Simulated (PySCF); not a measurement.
C₃H₆NO, doublet, geometry from GFN2-xTB, with bond 8-1 at 1.3 times its length; SVWN5/STO-3G run with PySCF.

PySCF was given this input:
```python
from pyscf import gto, scf, dft

mol = gto.M(
    atom='''
C     1.59032029   -0.66595976    0.14431730
N     0.22700443   -0.20733053    0.01518478
C    -0.77581277   -1.25726267   -0.14671598
C    -0.06607100    1.07145081    0.04435012
O    -1.10281318    1.68342370   -0.04115406
H     2.25099216    0.19020887    0.25891250
H     1.69098667   -1.31572877    1.01771692
H     1.97522738   -1.40021432   -1.01003873
H    -1.75386421   -0.79016301   -0.23269650
H    -0.56778087   -1.83686848   -1.04829343
H    -0.76388112   -1.92212378    0.71923980
''',
    basis='sto-3g',
    spin=1,
    verbose=4,
)

mf = dft.UKS(mol)
mf.xc = 'lda,vwn'
mf.init_guess = 'vsap'
mf.kernel()
```

Problem. Write the output that PySCF gives for this input, abridged.

Solution. 
```
PySCF version 2.14.0

[INPUT] verbose = 4
[INPUT] num. atoms = 11
[INPUT] num. electrons = 39
[INPUT] charge = 0
[INPUT] spin (= nelec alpha-beta = 2S) = 1
[INPUT] symmetry False subgroup None
[INPUT] Mole.unit = angstrom
[INPUT] Symbol           X                Y                Z      unit          X                Y                Z       unit  Magmom
[INPUT]  1 C      1.590320290000  -0.665959760000   0.144317300000 AA    3.005269798439  -1.258481556381   0.272720172037 Bohr   0.0
[INPUT]  2 N      0.227004430000  -0.207330530000   0.015184780000 AA    0.428976201763  -0.391797918961   0.028695075462 Bohr   0.0
[INPUT]  3 C     -0.775812770000  -1.257262670000  -0.146715980000 AA   -1.466073659240  -2.375882112939  -0.277253020297 Bohr   0.0
[INPUT]  4 C     -0.066071000000   1.071450810000   0.044350120000 AA   -0.124856094776   2.024748586843   0.083809580392 Bohr   0.0
[INPUT]  5 O     -1.102813180000   1.683423700000  -0.041154060000 AA   -2.084014876761   3.181209744602  -0.077769902314 Bohr   0.0
[INPUT]  6 H      2.250992160000   0.190208870000   0.258912500000 AA    4.253758690943   0.359442670763   0.489273715226 Bohr   0.0
[INPUT]  7 H      1.690986670000  -1.315728770000   1.017716920000 AA    3.195501686590  -2.486367029511   1.923206251136 Bohr   0.0
[INPUT]  8 H      1.975227380000  -1.400214320000  -1.010038730000 AA    3.732638781942  -2.646021580494  -1.908696574904 Bohr   0.0
[INPUT]  9 H     -1.753864210000  -0.790163010000  -0.232696500000 AA   -3.314323016577  -1.493191682662  -0.439732655145 Bohr   0.0
[INPUT] 10 H     -0.567780870000  -1.836868480000  -1.048293430000 AA   -1.072950343067  -3.471178354046  -1.980987480881 Bohr   0.0
[INPUT] 11 H     -0.763881120000  -1.922123780000   0.719239800000 AA   -1.443526108526  -3.632287521714   1.359166239887 Bohr   0.0

nuclear repulsion = 170.954570501538
number of shells = 21
number of NR pGTOs = 93
number of NR cGTOs = 31
basis = sto-3g
ecp = {}

******** <class 'pyscf.dft.uks.UKS'> ********
method = UKS
initial guess = vsap
damping factor = 0
level_shift factor = 0
DIIS = <class 'pyscf.scf.diis.CDIIS'>
diis_start_cycle = 1
diis_space = 8
diis_damp = 0
SCF conv_tol = 1e-09
SCF conv_tol_grad = None
SCF max_cycles = 50
direct_scf = True
direct_scf_tol = 1e-13
number electrons alpha = 20  beta = 19
XC library pyscf.dft.libxc version 7.1.2
    S. Lehtola, C. Steigemann, M. J. T. Oliveira, and M. A. L. Marques,  SoftwareX 7, 1–5 (2018)
XC functionals = lda,vwn
    P. A. M. Dirac,  Math. Proc. Cambridge Philos. Soc. 26, 376 (1930)
    F. Bloch,  Z. Phys. 57, 545 (1929)
    S. H. Vosko, L. Wilk, and M. Nusair,  Can. J. Phys. 58, 1200 (1980)
radial grids:
    Treutler-Ahlrichs [JCP 102, 346 (1995); DOI:10.1063/1.469408] (M4) radial grids

becke partition: Becke, JCP 88, 2547 (1988); DOI:10.1063/1.454033
pruning grids: <function nwchem_prune>
grids dens level: 3
symmetrized grids: False
atomic radii adjust function: <function treutler_atomic_radii_adjust>
small_rho_cutoff = 0
Set gradient conv threshold to 3.16228e-05
tot grids = 129192

init E= -241.81246263964
cycle= 1 E= -240.131668492042  delta_E= 1.68  |g|= 1.88  |ddm|= 3.42
cycle= 2 E= -220.278559926339  delta_E= 19.9  |g|= 3.44  |ddm|= 8.05
cycle= 3 E= -238.43043169443  delta_E= -18.2  |g|= 1.64  |ddm|= 7.95
cycle= 4 E= -242.10749137007  delta_E= -3.68  |g|= 0.718  |ddm|= 2.81
cycle= 5 E= -242.03087495028  delta_E= 0.0766  |g|= 0.938  |ddm|= 1.89
cycle= 6 E= -242.483741571369  delta_E= -0.453  |g|= 0.188  |ddm|= 1.06
cycle= 7 E= -242.504790519961  delta_E= -0.021  |g|= 0.0549  |ddm|= 0.244
cycle= 8 E= -242.506812250486  delta_E= -0.00202  |g|= 0.0226  |ddm|= 0.0969
cycle= 9 E= -242.5069865419  delta_E= -0.000174  |g|= 0.0149  |ddm|= 0.0239
cycle= 10 E= -242.507111446386  delta_E= -0.000125  |g|= 0.00341  |ddm|= 0.0166
cycle= 11 E= -242.507118176715  delta_E= -6.73e-06  |g|= 0.000394  |ddm|= 0.00368
cycle= 12 E= -242.507118271221  delta_E= -9.45e-08  |g|= 7.64e-05  |ddm|= 0.000591
cycle= 13 E= -242.507118275966  delta_E= -4.74e-09  |g|= 1.33e-05  |ddm|= 0.000141
cycle= 14 E= -242.507118276123  delta_E= -1.58e-10  |g|= 2.58e-06  |ddm|= 2.8e-05
Extra cycle  E= -242.507118276116  delta_E= 7.5e-12  |g|= 5.38e-06  |ddm|= 1.03e-05
converged SCF energy = -242.507118276116  <S^2> = 0.75083297  2S+1 = 2.0008328
```
